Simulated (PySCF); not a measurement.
## Ionisation energy of Ne²⁺ by level of theory

Ne²⁺ [He] 2s2 2p4 (3P) → Ne³⁺ [He] 2s2 2p3 (4S), as a difference of total energies. Calculation: PySCF 2.14, in aug-cc-pVTZ-DK (5s4p3d2f, 46 functions); the spin-free X2C one-electron Hamiltonian (Gaussian nucleus). Correlated levels: valence: 1s2 frozen. The calculations carry no spin-orbit coupling.

```csv
method,ionisation energy (eV),plus first-order spin-orbit estimate,error of that sum (eV)
UHF,61.822,61.860,-1.563
MP2 (valence),63.013,63.050,-0.373
SCS-MP2 (valence),63.116,63.153,-0.270
CCSD (valence),63.046,63.083,-0.340
CCSD(T) (valence),63.063,63.100,-0.323
```

Reference: 63.423 eV (measured; NIST Atomic Spectra Database, ionization energies).

A first-order spin-orbit estimate (lowest level to lowest level, LS coupling) adds 0.037 eV.

Errors of the correlated levels include the incompleteness of this basis and the frozen core.
